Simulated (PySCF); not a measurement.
PySCF job for C3H7NSi, SMILES CC1=NC[SiH2]1, TDA-M06-2X/def2-SVPD. The structure is a stationary point at PBE0-D3(BJ)/def2-SVP. The structure was generated by enumeration, and PubChem lists no compound with its InChIKey, so it may never have been made.

```python
import numpy as np
from pyscf import gto, scf, dft, tdscf

mol = gto.M(
    atom='''
    C    -0.23264204    2.18628478    0.00000000
    C     0.03630446    0.72582966    0.00000000
    N     1.22165657    0.21872537   -0.00000000
    C     1.01474234   -1.24804416    0.00000000
    Si   -0.86702658   -0.93834795   -0.00000000
    H     0.71537053    2.74407911    0.00000000
    H    -0.82352318    2.47328340   -0.88463822
    H    -0.82352318    2.47328340    0.88463821
    H     1.46815731   -1.71722840    0.88810173
    H     1.46815730   -1.71722839   -0.88810173
    H    -1.66414557   -1.31740856    1.20996383
    H    -1.66414557   -1.31740856   -1.20996383
    ''',
    basis='def2-SVPD',
    charge=0,
    spin=0,
    symmetry=True,
    max_memory=1600,
    verbose=4,
)
mf = dft.RKS(mol, xc='m06-2x').density_fit(auxbasis='def2-universal-jkfit')
mf.grids.level = 4
mf.conv_tol = 1e-9
mf.max_cycle = 100
mf.kernel()
mf.grids = dft.Grids(mol).set(level=2).build(with_non0tab=True)  # coarser grid for the response kernel
td = tdscf.TDA(mf)
td.singlet = True
td.nstates = 10
td.conv_tol = 1e-4
td.positive_eig_threshold = 1e-6
td.kernel(x0=td.get_init_guess(mf, 15))
td.analyze()
tt = tdscf.TDA(mf)
tt.singlet = False
tt.nstates = 4
tt.conv_tol = 1e-4
tt.positive_eig_threshold = 1e-6
tt.kernel(x0=tt.get_init_guess(mf, 9))
tt.analyze(verbose=3)
```

Log of the run:

```
PySCF version 2.14.0

[INPUT] verbose = 4
[INPUT] num. atoms = 12
[INPUT] num. electrons = 46
[INPUT] charge = 0
[INPUT] spin (= nelec alpha-beta = 2S) = 0
[INPUT] symmetry True subgroup None
[INPUT] Mole.unit = angstrom
[INPUT] Symbol           X                Y                Z      unit          X                Y                Z       unit  Magmom
[INPUT]  1 C     -0.232642040000   2.186284780000   0.000000000000 AA   -0.439629740660   4.131479464505   0.000000000000 Bohr   0.0
[INPUT]  2 C      0.036304460000   0.725829660000   0.000000000000 AA    0.068605486500   1.371619270486   0.000000000000 Bohr   0.0
[INPUT]  3 N      1.221656570000   0.218725370000   0.000000000000 AA    2.308596335576   0.413331045794   0.000000000000 Bohr   0.0
[INPUT]  4 C      1.014742340000  -1.248044160000   0.000000000000 AA    1.917585109600  -2.358461653763   0.000000000000 Bohr   0.0
[INPUT]  5 Si    -0.867026580000  -0.938347950000   0.000000000000 AA   -1.638442778918  -1.773220635047   0.000000000000 Bohr   0.0
[INPUT]  6 H      0.715370530000   2.744079110000   0.000000000000 AA    1.351854379285   5.185557982040   0.000000000000 Bohr   0.0
[INPUT]  7 H     -0.823523180000   2.473283400000  -0.884638220000 AA   -1.556233267431   4.673828254433  -1.671723955123 Bohr   0.0
[INPUT]  8 H     -0.823523180000   2.473283400000   0.884638210000 AA   -1.556233267431   4.673828254433   1.671723936225 Bohr   0.0
[INPUT]  9 H      1.468157310000  -1.717228400000   0.888101730000 AA    2.774415223678  -3.245091369325   1.678269040452 Bohr   0.0
[INPUT] 10 H      1.468157300000  -1.717228390000  -0.888101730000 AA    2.774415204781  -3.245091350428  -1.678269040452 Bohr   0.0
[INPUT] 11 H     -1.664145570000  -1.317408560000   1.209963830000 AA   -3.144779358708  -2.489541372558   2.286500259330 Bohr   0.0
[INPUT] 12 H     -1.664145570000  -1.317408560000  -1.209963830000 AA   -3.144779358708  -2.489541372558  -2.286500259330 Bohr   0.0

nuclear repulsion = 215.521459265505
point group symmetry = Cs
symmetry origin: [ 2.87567014e-09 -1.23243008e-09 -4.10810024e-10]
symmetry axis x: [ 1.00000000e+00 -4.32334316e-10  5.16647027e-10]
symmetry axis y: [-4.32334316e-10 -1.00000000e+00  4.37054223e-10]
symmetry axis z: [ 5.16647026e-10 -4.37054340e-10 -1.00000000e+00]
num. orbitals of irrep A' = 103
num. orbitals of irrep A" = 57
number of shells = 70
number of NR pGTOs = 232
number of NR cGTOs = 160
basis = def2-SVPD
ecp = {}


[settings echo left out]
init E= -462.982105263722
HOMO (A') = -0.262920539088451  LUMO (A") = -0.0665520502383399  gap/eV = 5.34346
cycle= 1 E= -462.383175364564  delta_E= 0.599  |g|= 0.29  |ddm|= 4.67
HOMO (A') = -0.254678622493213  LUMO (A') = 0.00798219737474737  gap/eV = 7.14736
cycle= 2 E= -462.383509759037  delta_E= -0.000334  |g|= 0.341  |ddm|= 1.17
HOMO (A') = -0.297344910836847  LUMO (A") = 0.0133970380363588  gap/eV = 8.45572
cycle= 3 E= -462.409910629458  delta_E= -0.0264  |g|= 0.0714  |ddm|= 0.64
HOMO (A') = -0.294266643808939  LUMO (A") = 0.0165822823184349  gap/eV = 8.45863
cycle= 4 E= -462.41102560258  delta_E= -0.00111  |g|= 0.0271  |ddm|= 0.122
HOMO (A') = -0.294396714254733  LUMO (A") = 0.01827764523604  gap/eV = 8.50830
cycle= 5 E= -462.411211731816  delta_E= -0.000186  |g|= 0.00362  |ddm|= 0.0529
HOMO (A') = -0.294906426493091  LUMO (A") = 0.0178237439004905  gap/eV = 8.50982
cycle= 6 E= -462.411216453022  delta_E= -4.72e-06  |g|= 0.00143  |ddm|= 0.01
HOMO (A') = -0.294680961642721  LUMO (A") = 0.0181407372357381  gap/eV = 8.51231
cycle= 7 E= -462.411217025784  delta_E= -5.73e-07  |g|= 0.000534  |ddm|= 0.00349
HOMO (A') = -0.294790883399135  LUMO (A") = 0.0180556912588852  gap/eV = 8.51299
cycle= 8 E= -462.411217112158  delta_E= -8.64e-08  |g|= 0.00017  |ddm|= 0.00157
HOMO (A') = -0.294799026820889  LUMO (A") = 0.0180622176540806  gap/eV = 8.51339
cycle= 9 E= -462.411217120264  delta_E= -8.11e-09  |g|= 3.8e-05  |ddm|= 0.000413
HOMO (A') = -0.294800890092926  LUMO (A") = 0.0180622409685349  gap/eV = 8.51344
cycle= 10 E= -462.411217120712  delta_E= -4.49e-10  |g|= 1.15e-05  |ddm|= 0.000115
HOMO (A') = -0.29480192519151  LUMO (A") = 0.0180622801019608  gap/eV = 8.51347
Extra cycle  E= -462.411217120717  delta_E= -4.09e-12  |g|= 1.23e-05  |ddm|= 3.66e-05
converged SCF energy = -462.411217120717
tot grids = 94152
Overwritten attributes  positive_eig_threshold  of <class 'pyscf.tdscf.rks.TDA'>


******** <class 'pyscf.tdscf.rks.TDA'> for <class 'pyscf.df.df_jk.DFSymAdaptedRKS'> ********
nstates = 10 singlet
deg_eia_thresh = 1.000e-03
wfnsym = None
conv_tol = 0.0001
eigh lindep = 1e-12
eigh level_shift = 0
eigh max_cycle = 100


Excitation energies (eV)
[4.23632458 5.67290539 6.45979029 6.52134511 7.02392241 7.3820533
 7.45587649 7.681626   7.82735545 7.98232913]

** Singlet excitation energies and oscillator strengths **
Excited State   1:   A"      4.23632 eV    292.67 nm  f=0.0005
      23 -> 24       -0.69238
Excited State   2:   A'      5.67291 eV    218.56 nm  f=0.0019
      23 -> 25       -0.68579
Excited State   3:   A"      6.45979 eV    191.93 nm  f=0.0006
      21 -> 24        0.69105
Excited State   4:   A'      6.52135 eV    190.12 nm  f=0.0134
      23 -> 26        0.59355
      23 -> 27       -0.36635
Excited State   5:   A'      7.02392 eV    176.52 nm  f=0.0256
      21 -> 25       -0.16994
      23 -> 26       -0.35492
      23 -> 27       -0.55555
Excited State   6:   A"      7.38205 eV    167.95 nm  f=0.0011
      22 -> 25        0.67959
Excited State   7:   A'      7.45588 eV    166.29 nm  f=0.0717
      21 -> 27        0.15080
      22 -> 24       -0.57416
      23 -> 28       -0.26079
      23 -> 29       -0.12026
Excited State   8:   A'      7.68163 eV    161.40 nm  f=0.1201
      21 -> 25        0.60097
      21 -> 26       -0.13124
      22 -> 24       -0.11038
      23 -> 27       -0.13350
      23 -> 28        0.17129
      23 -> 29       -0.13631
Excited State   9:   A'      7.82736 eV    158.40 nm  f=0.0438
      21 -> 25       -0.24918
      21 -> 26       -0.19018
      21 -> 27        0.19887
      23 -> 28        0.47230
      23 -> 29       -0.31483
Excited State  10:   A"      7.98233 eV    155.32 nm  f=0.0100
      22 -> 26       -0.19047
      22 -> 27        0.15091
      23 -> 30       -0.47602
      23 -> 31        0.40628

** Transition electric dipole moments (AU) **
state          X           Y           Z        Dip. S.      Osc.
  1         0.0000      0.0000     -0.0670      0.0045      0.0005
  2        -0.0431     -0.1073     -0.0000      0.0134      0.0019
  3         0.0000     -0.0000      0.0610      0.0037      0.0006
  4        -0.2136     -0.1953     -0.0000      0.0838      0.0134
  5         0.3416      0.1789      0.0000      0.1487      0.0256
  6         0.0000      0.0000      0.0767      0.0059      0.0011
  7        -0.5085      0.3664     -0.0000      0.3928      0.0717
  8         0.6701      0.4350      0.0000      0.6384      0.1201
  9        -0.3915      0.2742      0.0000      0.2285      0.0438
 10         0.0000     -0.0000     -0.2258      0.0510      0.0100

** Transition velocity dipole moments (imaginary part, AU) **
state          X           Y           Z        Dip. S.      Osc.
  1         0.0000      0.0000     -0.0215      0.0005      0.0020
  2         0.0081     -0.0110     -0.0000      0.0002      0.0006
  3         0.0000      0.0000     -0.0277      0.0008      0.0022
  4        -0.0541     -0.0508     -0.0000      0.0055      0.0153
  5         0.0527      0.0587      0.0000      0.0062      0.0161
  6         0.0000      0.0000      0.0502      0.0025      0.0062
  7         0.0459      0.0537     -0.0000      0.0050      0.0121
  8         0.1782      0.1019      0.0000      0.0421      0.0995
  9        -0.0418      0.0685     -0.0000      0.0064      0.0149
 10         0.0000     -0.0000     -0.0099      0.0001      0.0002

** Transition magnetic dipole moments (imaginary part, AU) **
state          X           Y           Z
  1        -0.6473      0.8480     -0.0000
  2        -0.0000      0.0000     -1.9077
  3         0.2852     -0.1388     -0.0000
  4        -0.0000     -0.0000      0.0082
  5         0.0000      0.0000      0.2366
  6        -0.1783     -0.0900     -0.0000
  7         0.0000      0.0000     -0.8757
  8        -0.0000     -0.0000     -0.3673
  9        -0.0000      0.0000      0.1867
 10         0.2507     -0.4054      0.0000


******** <class 'pyscf.tdscf.rks.TDA'> for <class 'pyscf.df.df_jk.DFSymAdaptedRKS'> ********
nstates = 4 triplet
deg_eia_thresh = 1.000e-03
wfnsym = None
conv_tol = 0.0001
eigh lindep = 1e-12
eigh level_shift = 0
eigh max_cycle = 100


Excitation energies (eV)
[3.52292161 4.93204235 5.48377872 6.19016316]

** Triplet excitation energies and oscillator strengths **
Excited State   1:   A"      3.52292 eV    351.94 nm  f=0.0000
Excited State   2:   A'      4.93204 eV    251.39 nm  f=0.0000
Excited State   3:   A'      5.48378 eV    226.09 nm  f=0.0000
Excited State   4:   A"      6.19016 eV    200.29 nm  f=0.0000
```

The run converged.
